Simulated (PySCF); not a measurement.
Species: CH7NPSi4 (doublet state).
Structure used (GFN2-xTB), in Å, numbered top down from 1:
```xyz
14
CH7NPSi4 angstrom
N      4.444    1.093    0.537
C      3.335    0.790    0.632
Si     1.573    0.302    0.919
Si    -0.088    1.688   -0.020
Si    -1.024   -0.320   -0.894
P     -2.968   -0.965    0.007
Si     0.748   -1.669   -0.080
H      0.200    2.736   -1.005
H     -0.876    2.387    1.008
H     -1.304   -0.374   -2.339
H     -3.504    0.303    0.079
H     -2.513   -0.897    1.308
H      0.445   -2.699    0.923
H      1.533   -2.375   -1.097
```

The hyperfine couplings belong to this conformer and change with its torsions.

The species is `[SiH]1([SiH2][Si]([SiH2]1)C#N)P` [radical].

Theory: UKS B3LYP, pcH-1 on C H N P Si, non-relativistic, mean-field spin-orbit, GIAO (PySCF). Isolated species at its GFN2-xTB geometry (one conformer only). The geometry wasn't refined by DFT: couplings that depend on bond lengths, twists or pyramidal angles can differ widely from those at the functional's own minimum, by a factor of two or more for some ions and for spin on atoms past the first row. The SCF solution wasn't tested for stability.

Question: Break the g tensor into its mass correction, gauge correction and orbital-Zeeman/spin–orbit terms.

Answer: 
| Δg (ppm) | 1 | 2 | 3 |
| --- | --- | --- | --- |
| relativistic mass correction | -144 | -144 | -144 |
| gauge correction | -3 | 45 | 45 |
| orbital Zeeman/spin–orbit | 797 | 1470 | 5002 |
| total | 651 | 1371 | 4903 |

So g = 2.00297, 2.00369, 2.00722 and g_iso = 2.00463; the tensor is rhombic: the two nearest values differ by 17 % of g3 − g1. Axes: g3 points within 14° of the N1–C2 bond.

Question: How much does each term add to the isotropic shift?

Answer: The orbital-Zeeman/spin–orbit term 2423, the mass correction -144 and the gauge correction 29 ppm, for a total of 2308 ppm. The orbital-Zeeman/spin–orbit term is the largest in size. The mass correction is the same along every axis, so the anisotropy comes from the other two: their spans along these axes are 48 (gauge) and 4204 ppm (orbital Zeeman/spin–orbit).

Question: At 94.46 GHz, how far is the centre of the isotropic spectrum from where a free electron (g = 2.002319) resonates?

Answer: B = hν/(g μB) with μB/h = 13.99624 MHz/mT gives 3370.57 mT for the free electron and 3366.69 mT at g_iso, 3.88 mT lower.

Question: What effective moment and Curie constant follow for a powder?

Answer: With the mean of g² = 4.0185 and S(S+1) = 0.75: μ_eff = √(⟨g²⟩S(S+1)) = 1.736 μB and χT = 0.12505·⟨g²⟩·S(S+1) = 0.377 cm³ K/mol (cgs; spin-Hamiltonian part alone).

Question: In a frozen sample, at which fields do the three g values resonate at 9.5, 34, 94 and 263 GHz (hyperfine left aside), and which band first spreads them over more than twice a line width of 0.3 mT?

Answer: 
| band | GHz | B(g3) mT | B(g2) mT | B(g1) mT | spread mT |
| --- | --- | --- | --- | --- | --- |
| X | 9.5 | 338.16 | 338.75 | 338.87 | 0.72 |
| Q | 34.0 | 1210.24 | 1212.37 | 1212.81 | 2.57 |
| W | 94.0 | 3345.96 | 3351.86 | 3353.06 | 7.10 |
| J | 263.0 | 9361.57 | 9378.07 | 9381.44 | 19.87 |

The spread grows in proportion to the frequency. X band is the first where it exceeds 0.6 mT.

Largest spin populations (Mulliken): Si3 (+0.85), N1 (+0.13) and C2 (-0.09). Si3 is the only atom above +0.15. The positive populations add up to 1.09 and the negative ones to -0.09, together 2S = 1. The angles at Si3 add up to 330.5°, so it is pyramidal.

The HOMO–LUMO gaps are 4.49 eV among the α and 3.25 eV among the β orbitals.
